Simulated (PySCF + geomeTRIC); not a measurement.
The multiplicity is imposed and other spin states were not computed.

Species: [Mo(CO)6] (charge 0, multiplicity 1).

Q: Give a relaxed geometry from BP86-D3(BJ)/def2-SVP run with PySCF + geomeTRIC.

A: the end point of this relaxation.
Cartesian coordinates (Å) in one orientation:
```xyz
13

Mo     0.002     0.002    -0.001
O      3.145    -0.280     0.628
C      2.014    -0.179     0.402
O      0.387     3.159    -0.490
C      0.248     2.023    -0.315
O     -0.576     0.560     3.114
C     -0.367     0.359     1.993
O      0.580    -0.558    -3.116
C      0.371    -0.355    -1.995
O     -0.381    -3.155     0.490
C     -0.243    -2.019     0.314
O     -3.140     0.285    -0.630
C     -2.009     0.183    -0.404
```
